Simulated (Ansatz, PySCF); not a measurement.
This Ansatz (a quantum-chemistry and plane-wave program) input computes a PBE/def2-TZVPD energy:

Ansatz 0.2 input:
```yaml
crystal:
  periodic: [false, false, false]
  atoms:
    - {symbol: Ca, position_ang: [0.00000000, 0.00000000, 0.00000000]}
    - {symbol: O, position_ang: [0.00000000, 0.00000000, 2.03878289]}
    - {symbol: O, position_ang: [-0.00000000, -0.00000000, -2.03878289]}
    - {symbol: H, position_ang: [0.00000000, 0.00000000, 2.99386893]}
    - {symbol: H, position_ang: [-0.00000000, -0.00000000, -2.99386893]}
basis:
  gaussian:
    orbitals: def2-TZVPD
hamiltonian:
  xc: {name: PBE}
output: {forces: true}
```

### Question
Write an input for the same energy in PySCF and say what it gives.

### Answer

```python
from pyscf import gto, scf, dft

mol = gto.M(
    atom='''
    Ca    0.00000000    0.00000000    0.00000000
    O     0.00000000    0.00000000    2.03878289
    O    -0.00000000   -0.00000000   -2.03878289
    H     0.00000000    0.00000000    2.99386893
    H    -0.00000000   -0.00000000   -2.99386893
    ''',
    basis='def2-tzvpd',
    charge=0,
    spin=0,
    verbose=4,
)

mf = dft.RKS(mol, xc='pbe').density_fit(auxbasis='def2-universal-jkfit')
mf.grids.level = 3
mf.conv_tol = 1e-9
mf.max_cycle = 100
mf.max_memory = 1500
mf.kernel()
if not mf.converged:
    mf = mf.newton()
    mf.kernel(mf.make_rdm1())
mf.analyze()
```
It gives -829.03566 Eh, and Ansatz -829.03560 Eh, a difference of 0.06 mEh, from the treatment of integrals and grids.
